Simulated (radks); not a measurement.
Ir4+, configuration [Kr] 4d10 4f14 5s1 5p6 5d6 (not the ground configuration).

All-electron calculation, scalar-relativistic Kohn-Sham, PBE, spin-polarised, spherical densities, finite nucleus; open shells are filled with parallel spins first (spin-orbit coupling, left out, can overturn this in heavy ions); Fermi nuclear charge, rms radius 5.4032 fm. Program: a radial shooting solver on a logarithmic mesh with Libxc functionals.

Energy parts (hartree):
part                       energy
total                 -17817.0629
kinetic                19799.2376
electron-nucleus      -44067.9709
Hartree                 6796.1328
exchange-correlation    -344.4623

Orbitals (lengths in bohr, moments of r in powers of bohr; r(90%) holds 90 % of the orbital's charge):
orbital,occ.,eigenvalue (hartree),r(90%)
1s up,1,-2798.586,0.0318
1s down,1,-2798.580,0.0318
2s up,1,-491.1844,0.114
2s down,1,-491.1683,0.114
2p up,3,-427.0933,0.108
2p down,3,-427.0795,0.108
3s up,1,-116.3438,0.279
3s down,1,-116.3355,0.279
3p up,3,-97.59335,0.286
3p down,3,-97.58438,0.286
3d up,5,-76.92177,0.269
3d down,5,-76.90914,0.269
4s up,1,-26.32244,0.607
4s down,1,-26.30362,0.607
4p up,3,-20.16987,0.654
4p down,3,-20.15096,0.653
4d up,5,-12.60403,0.715
4d down,5,-12.58088,0.713
4f up,7,-4.19223,0.865
4f down,7,-4.15698,0.856
5s up,1,-5.47947,1.38
5s down,0,-5.34963,1.38
5p up,3,-3.85814,1.60
5p down,3,-3.71295,1.60
5d up,5,-1.97177,2.15
5d down,1,-1.82813,2.20

The highest occupied level is 5d down at -49.746 eV. The configuration is held as typed, so some empty levels lie below it. The electron density at the nucleus is 1.947e+06 e/bohr^3 (large components only).
